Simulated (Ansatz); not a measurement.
Molecule: sum formula SiBrF, charge 1, multiplicity 2. 
Structure (B3LYP-D3(BJ)/def2-TZVP (Ansatz, a program for electronic structure) minimum search):
```
Si
F 1 1.5523
Br 1 2.1374 2 120.84
```
Charge +1, spin multiplicity 2.

Basis-set convergence of Hartree-Fock and CCSD correlation energies (hartree) with Ansatz. Valence correlation only, unless marked. UHF or UKS for open shells. Spin-orbit coupling is left out. Frozen are the shells of the preceding noble gas and the d and f shells that filled before the atom's block. Non-relativistic.

| basis | functions | E(HF) | E(corr, CCSD) |
|---|---|---|---|
| def2-SVPD | 88 | -2960.04859 | -0.39417 |
| def2-TZVPPD | 145 | ? | ? |

**Question.** What belongs in the gaps?

**Answer.** 
- def2-TZVPPD, E(HF): -2960.59834
- def2-TZVPPD, E(corr, CCSD): -0.49767
